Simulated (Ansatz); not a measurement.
CH4BrClSi (`Cl[SiH2]CBr`), relaxed with RKS PBE-D4/def2-SVP in the Gaussian-basis code of Ansatz from a rough embedded geometry. The force threshold is 0.03 eV/Å; the program also tests the step.

Total charge 0; spin multiplicity 1.

Start:

```xyz
8

Cl    1.012   -2.140    0.413
Si    0.890   -0.158    0.021
C    -0.830    0.360    0.138
Br   -1.939   -0.277   -1.380
H     1.502    0.126   -1.298
H     1.717    0.536    1.037
H    -0.986    1.482    0.051
H    -1.366    0.072    1.019
```

```json
{"step": "1", "energy (eV)": "-91513.0582", "largest force (eV/Å)": "3.019", "largest move (Å)": "0.000"}
{"step": "2", "energy (eV)": "-91513.2280", "largest force (eV/Å)": "1.154", "largest move (Å)": "0.081"}
{"step": "3", "energy (eV)": "-91513.2639", "largest force (eV/Å)": "0.302", "largest move (Å)": "0.047"}
{"step": "4", "energy (eV)": "-91513.2676", "largest force (eV/Å)": "0.046", "largest move (Å)": "0.013"}
{"step": "5", "energy (eV)": "-91513.2681", "largest force (eV/Å)": "0.039", "largest move (Å)": "0.034"}
{"step": "6", "energy (eV)": "-91513.2687", "largest force (eV/Å)": "0.015", "largest move (Å)": "0.019"}
```

End:

```xyz
8

Cl    1.017   -2.209    0.346
Si    0.921   -0.159    0.023
C    -0.881    0.413    0.106
Br   -1.946   -0.368   -1.342
H     1.508    0.160   -1.318
H     1.688    0.531    1.117
H    -0.947    1.515    0.007
H    -1.359    0.118    1.061
```

Run time 7.5 s (4 threads of an Arm Neoverse V1 on a shared host); peak host memory 0.15 GiB.
